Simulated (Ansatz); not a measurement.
A run for Ansatz (a program for electronic structure): R-RI-MP2/cc-pVDZ on C15H16O2 (SMILES CC(C)(c1ccc(O)cc1)c1ccc(O)cc1). The basis file is the Basis Set Exchange's JSON of that set.

Ansatz 0.2 input:
```yaml
crystal:
  periodic: [false, false, false]
  atoms:
    - {symbol: C, position_ang: [0.23805961, 1.96581353, -1.40413438]}
    - {symbol: C, position_ang: [-0.02786942, 1.16852140, -0.11062298]}
    - {symbol: C, position_ang: [-0.33696100, 2.18080145, 1.01157224]}
    - {symbol: C, position_ang: [-1.23942613, 0.23220318, -0.24385894]}
    - {symbol: C, position_ang: [-2.13839787, 0.28490846, -1.31380918]}
    - {symbol: C, position_ang: [-3.25125051, -0.56194723, -1.37567260]}
    - {symbol: C, position_ang: [-3.49067985, -1.48716502, -0.35592101]}
    - {symbol: O, position_ang: [-4.55259345, -2.33554941, -0.36112137]}
    - {symbol: C, position_ang: [-2.59880285, -1.55604488, 0.72497937]}
    - {symbol: C, position_ang: [-1.49684929, -0.70981436, 0.76939955]}
    - {symbol: C, position_ang: [1.22596746, 0.33212163, 0.19043947]}
    - {symbol: C, position_ang: [2.11664774, 0.62698174, 1.22748738]}
    - {symbol: C, position_ang: [3.26798355, -0.13969728, 1.44210768]}
    - {symbol: C, position_ang: [3.55542385, -1.22738889, 0.61292024]}
    - {symbol: O, position_ang: [4.65620310, -2.00860325, 0.77239990]}
    - {symbol: C, position_ang: [2.67264432, -1.53983691, -0.43188177]}
    - {symbol: C, position_ang: [1.53214644, -0.76998538, -0.62929959]}
    - {symbol: H, position_ang: [0.40687514, 1.30152365, -2.26425836]}
    - {symbol: H, position_ang: [1.13932204, 2.58345815, -1.27634559]}
    - {symbol: H, position_ang: [-0.60017621, 2.63826104, -1.64436879]}
    - {symbol: H, position_ang: [-0.47805114, 1.68240023, 1.98176907]}
    - {symbol: H, position_ang: [0.46748414, 2.92521286, 1.11767188]}
    - {symbol: H, position_ang: [-1.26581687, 2.72023271, 0.77423525]}
    - {symbol: H, position_ang: [-1.98641075, 0.99290027, -2.12872310]}
    - {symbol: H, position_ang: [-3.93600325, -0.50055451, -2.22758579]}
    - {symbol: H, position_ang: [-5.07752001, -2.18353861, -1.15762534]}
    - {symbol: H, position_ang: [-2.78642938, -2.28551976, 1.51511730]}
    - {symbol: H, position_ang: [-0.80332533, -0.79024291, 1.60969084]}
    - {symbol: H, position_ang: [1.92773039, 1.46726302, 1.89582456]}
    - {symbol: H, position_ang: [3.94524858, 0.11267216, 2.26432004]}
    - {symbol: H, position_ang: [5.16979995, -1.68525905, 1.52389213]}
    - {symbol: H, position_ang: [2.89806366, -2.39486476, -1.07201361]}
    - {symbol: H, position_ang: [0.84696333, -1.03926325, -1.43648450]}
basis:
  gaussian:
    orbitals: cc-pVDZ
    fitting: {mean_field: def2-universal-JKFIT, correlation: cc-pVDZ-RIFIT.json}
magnetization: {spin_polarized: false}
correlation: {method: mp2, electrons: outside_noble_gas}
scf: {lower_state_search: off}
```

### Question
What total energy does the run end on?

### Answer
-729.4905 hartree.

### Question
How many basis functions does it have, and what does it roughly cost on one machine?

### Answer
318 functions; very roughly 18 core-seconds.
